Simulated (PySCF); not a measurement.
## Sn (tin, neutral) across methods

[Kr] 4d10 5s1 5p2 6s1, high-spin 5P determinant (an excited configuration). Computed with PySCF 2.14 in aug-cc-pwCVTZ-DK3, with the spin-free X2C one-electron Hamiltonian (Gaussian nucleus).

| method | E (hartree) | mean ε 5s α (eV) | mean ε 5p α (eV) | mean ε 6s α (eV) | Σ⟨r²⟩ (bohr²) | ⟨S²⟩ |
| --- | --- | --- | --- | --- | --- | --- |
| BHandHLYP | -6175.90 | -17.847 | -9.193 | -2.262 | 93.76 | 6.001 |
| BP86 | -6176.63 | -15.131 | -7.469 | -1.943 | 92.09 | 6.001 |
| r2SCAN | -6175.92 | -15.610 | -7.787 | -1.812 | 93.29 | 6.003 |
| LDA | -6169.88 | -15.220 | -7.452 | -1.914 | 91.55 | 6.001 |
| PBE0 | -6175.58 | -16.552 | -8.432 | -2.162 | 93.14 | 6.002 |
| PBE | -6175.50 | -14.993 | -7.367 | -1.830 | 92.52 | 6.001 |
| TPSS | -6175.64 | -15.059 | -7.430 | -1.767 | 93.04 | 6.002 |
| UHF | -6173.23660 | -20.510 | -11.129 | -2.859 | 95.46 | 6.004 |

The outer electron is Rydberg-like, and this basis confines it to a smaller radius and binds it less than a complete one would.
